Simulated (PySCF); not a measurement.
Polarisability and C₆ of C+ (carbon, charge +1)

[He] 2s2 2p1, 2P determinant. Calculation: PySCF 2.14, in aug-cc-pVDZ-DK (4s3p2d, 23 functions); the spin-free X2C one-electron Hamiltonian (Gaussian nucleus). Coupled (time-dependent) response in atomic units; α is the mean over directions. A double-zeta set is small for polarisabilities.

```json
{"method": "UHF", "mean α (bohr³)": "6.331", "α xx, yy, zz": "6.412, 6.169, 6.412", "C₆ (like pair)": "15.15", "S(−4)": "38.35"}
{"method": "PBE", "mean α (bohr³)": "6.091", "α xx, yy, zz": "6.153, 5.966, 6.153", "C₆ (like pair)": "14.67", "S(−4)": "27.68"}
{"method": "PBE0", "mean α (bohr³)": "6.092", "α xx, yy, zz": "6.166, 5.942, 6.166", "C₆ (like pair)": "14.65", "S(−4)": "28.17"}
{"method": "B3LYP", "mean α (bohr³)": "6.063", "α xx, yy, zz": "6.155, 5.878, 6.155", "C₆ (like pair)": "14.48", "S(−4)": "27.89"}
{"method": "wB97X-V", "mean α (bohr³)": "6.070", "α xx, yy, zz": "6.171, 5.868, 6.171", "C₆ (like pair)": "14.72", "S(−4)": "26.40"}
```

S(−4) is the Cauchy moment in α(ω) = α(0) + S(−4) ω² + …

α(iu) at PBE0:

| u (hartree) | α(iu) (bohr³) |
| --- | --- |
| 0 | 6.092 |
| 0.0500 | 6.022 |
| 0.100 | 5.828 |
| 0.200 | 5.195 |
| 0.300 | 4.449 |
| 0.500 | 3.151 |
| 0.750 | 2.092 |
| 1.00 | 1.461 |
| 1.50 | 0.8114 |
| 2.00 | 0.5092 |
| 3.00 | 0.2510 |
| 5.00 | 0.09800 |

A single London oscillator, α(iu) = α/(1 + u²/ω²), gives C₆ = (3/4) ω α². Matching the computed C₆ needs ω = 4 × 14.65 / (3 × 6.092²) = 0.526 hartree.

For an ion, C₆ is the dispersion term alone; charge-induced terms of lower order in 1/R come first.

The components differ because the open shell of this determinant is not spherical; for a pure term their mean is the scalar polarisability.
